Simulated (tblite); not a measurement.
Compound: C7H10OSi.
Atom-mapped SMILES: `[CH3:1][C:2]#[C:3][C@@H:4]1[CH2:5][C@:6]1([SiH3:7])[CH:8]=[O:9]` (hydrogens: H10, H11, H12 on C1; H13 on C4; H14, H15 on C5; H16, H17, H18 on Si7; H19 on C8)

The geometry is computed with GFN2-xTB (gas phase).

(1) Give the optimised bond lengths and angles.

## Answers

(1) 
```csv
bond,length (Å)
C1–C2,1.445
C2≡C3,1.200
C3–C4,1.428
C4–C5,1.487
C5–C6,1.513
C6–Si7,1.895
C6–C8,1.456
C8=O9,1.208
C4–C6,1.534
"C1–H10, C1–H11, C1–H12",1.090
C4–H13,1.085
C5–H14,1.082
C5–H15,1.080
"Si7–H16, Si7–H17",1.458
Si7–H18,1.470
C8–H19,1.107
```

Bonds in one row agree within 0.01 Å and their mean is given. A selection of angles:
```csv
angle,degrees
C1–C2–C3,179.7
C2–C3–C4,179.7
C3–C4–C5,120.6
C3–C4–C6,120.0
C5–C4–C6,60.1
C4–C5–C6,61.5
C5–C6–Si7,122.9
C5–C6–C8,117.6
Si7–C6–C8,110.5
C4–C6–C5,58.4
C4–C6–Si7,121.0
C4–C6–C8,117.9
C6–C8–O9,121.8
```

Dihedral angles: C3–C4–C5–C6 -109° (anticlinal); C4–C5–C6–Si7 -109° (anticlinal); C5–C6–C8–O9 149° (anticlinal); C3–C4–C6–C5 110° (anticlinal).

Of the pairs four or more bonds apart, C3···H19 is among the closest relative to their van der Waals radii: 2.69 Å, 93 % of the sum of Bondi's values. The 3-membered ring C4–C5–C6 has internal angles of 58.4° to 61.5°. The C–C distances run from 1.200 Å (C2≡C3, drawn triple) to 1.534 Å (C4–C6, drawn single), a spread of 0.334 Å. Si7 (SiH3 silicon) is distorted tetrahedral (angles from 105.6° to 113.6°).

Point group: C1 (no symmetry element, even within 0.4 Å). Its lowest GFN2-xTB frequency is 14 cm⁻¹, too small to tell a flat minimum from a shallow saddle. The numbers are those of one conformer.
